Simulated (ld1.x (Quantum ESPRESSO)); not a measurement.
The numbers below are computed, except where a source is named.
Potentials for B (Z = 5) compared

Generated with ld1.x 7.5 (TM, RRKJ, ultrasoft, PAW), atompaw 4.2 or ONCVPSP 4.0.1. The cutoff is in Ry: for ld1.x and atompaw files where the sum of valence levels is converged to 10 mRy in a Bessel basis, for ONCV files where the hardest occupied wave has 1 mHa per electron of residual kinetic energy. The error is the largest all-electron minus pseudo excitation energy over each file’s own four to seven test configurations (ionisations up to +4, promotions, holes and added fractions of an electron), all of which were solved. The labels leave out finer settings (local radius, basis sizes, second energies), which also bear on the numbers. Spin-polarised tests are not counted. The rows are a selection from randomly drawn settings: files with unsolved tests, undetermined cutoffs or missed reference levels are left out.

```csv
potential,cutoff (Ry),largest error (meV),bound ghosts
"TM, PBE, scalar-relativistic, rc 1.05/2.95 (sp), local s, core correction yes, reference 2s2 2p1",45,+262,none
"RRKJ, PW91, scalar-relativistic, rc 1.45/3.40 (sp), local p, core correction no, reference 2s2 2p0.75",30,+299,none
"TM semilocal, BLYP, non-relativistic, rc 1.25/2.75 (sp), local s, core correction no, reference 2s1 2p0",21,+542,none
```

Fill in the row for B: TM, PBE, scalar-relativistic, rc 1.30/2.65/2.65 (spd), local d, core correction yes, reference 2s1 2p2.

cutoff 18 Ry, largest error +310 meV, bound ghosts: none.

Fill in the row for B: TM, PBE, scalar-relativistic, rc 1.65/1.80 (sp), local smoothed, core correction yes, reference 2s2 2p1.

cutoff 25 Ry, largest error +97 meV, bound ghosts: none.

Fill in the row for B: RRKJ, LDA (PZ), scalar-relativistic, rc 1.65/2.45 (sp), local smoothed, core correction yes, reference 2s1 2p2.

cutoff 21 Ry, largest error +234 meV, bound ghosts: none.
